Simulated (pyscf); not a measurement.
PySCF, gas phase, ωB97X-D3(BJ)/def2-SVP geometries.

SMILES: [In](=[O])[AsH2]
```xyz
5

O      2.4480     2.3891    -0.5762
In     1.1080     1.1761    -0.2352
As    -0.7338    -0.4760     0.2579
H     -1.5088     0.0530    -0.9400
H     -0.0129    -1.5142    -0.5893
```

What is the homolytic dissociation enthalpy (298 K, ωB97M-D3(BJ)/def2-TZVP) of the As–In bond of `[O]=[In][AsH2]`, to [O=In]• + AsH₂•?

As–In to [O=In]• + AsH₂•: 39.0 kcal/mol. The 7 functionals that were run give +36.1 (M06-2X) to +50.0 kcal/mol (ωB97X-D3(BJ)). The radicals are drawn with the spin at the cut bond; how far it spreads was not checked. O=In–AsH₂ lies 29.1 kcal/mol over its isomer HO–In=AsH, and others may lie lower still (electronic energy, ωB97M-D3(BJ)). The term symbol of open-shell O=In was not checked; spin-orbit terms are left out. Elements up to Kr have no core potential and no relativistic terms here. Elements past Kr carry the def2 core potentials, without spin-orbit coupling.
